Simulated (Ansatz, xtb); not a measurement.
AlCl2GeH2: where a starting geometry ends

The starting geometry of this gas-phase doublet was built from a drawn formula by distance geometry and a force field; its bonds are those of `[AlH][GeH]([Cl])[Cl]`.

```yaml
atoms:
  - { symbol: Al, position_ang: [-3.1033, 0.6655, 1.0339] }
  - { symbol: Cl, position_ang: [-2.9419, -0.8710, -2.3563] }
  - { symbol: Cl, position_ang: [-3.3410, -3.0465, 0.3890] }
  - { symbol: Ge, position_ang: [-2.3747, -1.1935, -0.3404] }
  - { symbol: H, position_ang: [-2.0611, 1.5187, 1.8622] }
  - { symbol: H, position_ang: [-0.8724, -1.3430, -0.1956] }
```

Problem. Where would you expect an optimisation with r2SCAN-D4/def2-SVP to take it?

Solution. A new bond forms, giving a structure with Cl3 bridging Ge4 and Al1, given below by its coordinates. Distances that change by over a tenth: Cl3–Ge4 (2.21 → 2.49 Å). Contacts that close: Al1–Cl3 (3.78 → 2.34 Å).

The energy falls by 0.57 eV over 21 steps:

| step | E − E(last) (eV) |
| --- | --- |
| 1 | 0.570 |
| 3 | 0.370 |
| 5 | 0.356 |
| 8 | 0.353 |
| 10 | 0.350 |
| 12 | 0.326 |
| 14 | 0.183 |
| 17 | 0.007 |
| 19 | 0.001 |
| 21 | 0.000 |

Final geometry (Å):

```yaml
atoms:
  - { symbol: Al, position_ang: [-3.2988, 0.4547, 1.0318] }
  - { symbol: Cl, position_ang: [-2.9197, -1.2526, -2.5723] }
  - { symbol: Cl, position_ang: [-3.3232, -1.8838, 1.0171] }
  - { symbol: Ge, position_ang: [-1.9284, -0.7492, -0.7029] }
  - { symbol: H, position_ang: [-2.4441, 0.9572, 2.2857] }
  - { symbol: H, position_ang: [-0.7801, -1.7960, -0.6665] }
```

From the same start GFN2-xTB ends elsewhere, differing in Al1–Cl2 (2.23 against 4.01 Å here), Al1–H6 (1.68 against 3.78 Å here), Cl3–Ge4 (4.58 against 2.49 Å here), Ge4–H6 (2.15 against 1.55 Å here).

No frequencies were run, so the end isn't proven a minimum. Open shells are spin-unrestricted. Run with Ansatz 0.2.0, 73 s on 2 threads of Intel(R) Xeon(R) Gold 6455B (Sapphire Rapids), on a shared host.
